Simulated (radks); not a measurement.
The numbers below are computed, except where a source is named.
Task: Isoelectronic series with 1 electrons, all held in the configuration 1s1, which need not be the ground one along the series. Code: a radial shooting solver on a logarithmic mesh with Libxc functionals. Model: scalar-relativistic Kohn-Sham, PBE, spin-unpolarised, spherical densities, finite nucleus; Fermi nuclear charge, rms radius of each element as measured or else 0.836 A^(1/3) + 0.57 fm. Total energies (hartree) and mean radii <r> (bohr):

ion,E (hartree),1s
H,-0.45893,1.636
F8+,-40.03675,0.1681
Cl16+,-144.08247,0.08826
Mn24+,-313.69090,0.05955
As32+,-550.69306,0.04469
Nb40+,-857.76133,0.03555
In48+,-1238.56480,0.02932
La56+,-1698.0100,0.02477
Ta72+,-2880.8808,0.01848

Estimate the row of Tb64+.

Result: E (hartree) -2242.5906; 1s 0.02127.
